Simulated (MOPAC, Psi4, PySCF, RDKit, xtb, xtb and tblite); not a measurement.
Two geometries of SMILES C=CCCB(O)O, relaxed at GFN2-xTB with one dihedral held; other torsions can differ between them too.

Structure A

```
16

C      2.1923     0.2251     0.9665
C      1.2596    -0.6526     0.6379
C      0.6480    -0.7790    -0.7205
C     -0.8902    -0.7392    -0.6900
B     -1.5788     0.3870     0.2241
O     -2.9306     0.4065     0.2483
O     -0.9228     1.3170     0.9634
H      2.5863     0.9290     0.2500
H      2.6140     0.2705     1.9564
H      0.8890    -1.3529     1.3761
H      0.9685    -1.7271    -1.1624
H      1.0233     0.0258    -1.3584
H     -1.2567    -0.6444    -1.7127
H     -1.2582    -1.7063    -0.3377
H     -3.2954     1.0946     0.8067
H      0.0348     1.2654     0.9522
```

Structure B

```
16

C      2.0704     0.4522     0.7752
C      1.2765    -0.5782     0.5477
C      0.6021    -0.8675    -0.7545
C     -0.9389    -0.8141    -0.6156
B     -1.5851     0.5090    -1.2465
O     -2.7595     0.4135    -1.9007
O     -0.9980     1.7335    -1.1501
H      2.3135     1.1642     0.0018
H      2.5287     0.6231     1.7345
H      1.0564    -1.2781     1.3436
H      0.8962    -1.8715    -1.0714
H      0.9450    -0.1689    -1.5202
H     -1.3824    -1.6877    -1.0924
H     -1.2029    -0.8825     0.4417
H     -3.0856     1.2474    -2.2426
H     -0.1735     1.7560    -0.6655
```

Problem. Which is lower in energy at the level Psi4 with PBE0-D3(BJ)/def2-SVP // GFN2-xTB, and by how much?

Solution. A is lower, by 13.84 kJ/mol (dihedral C2–C3–C4–B5: 45° in A, 105° in B).

E(B) − E(A) in kJ/mol at the other levels, on the same two geometries: GFN2-xTB (xtb and tblite) 6.89; PBE0/def2-SVP // GFN2-xTB (Psi4) 12.94; PBE/def2-SVP // GFN2-xTB (Psi4) 13.20; PBE-D3(BJ)/def2-SVP // GFN2-xTB (Psi4) 14.28; UFF // GFN2-xTB (RDKit) -28.93; PM3, restricted, heats of formation // GFN2-xTB (MOPAC) 0.47; PM7, restricted, heats of formation // GFN2-xTB (MOPAC) 4.80; GFN1-xTB // GFN2-xTB (xtb) 7.91; restricted B3LYP/6-31G*, spherical d, density fitting // GFN2-xTB (PySCF) 11.68; restricted B3LYP/LANL2DZ // GFN2-xTB (PySCF) 11.37; restricted BP86/6-31G*, spherical d, density fitting // GFN2-xTB (PySCF) 12.82; restricted M06-2X/6-31G*, spherical d, density fitting // GFN2-xTB (PySCF) 13.48.
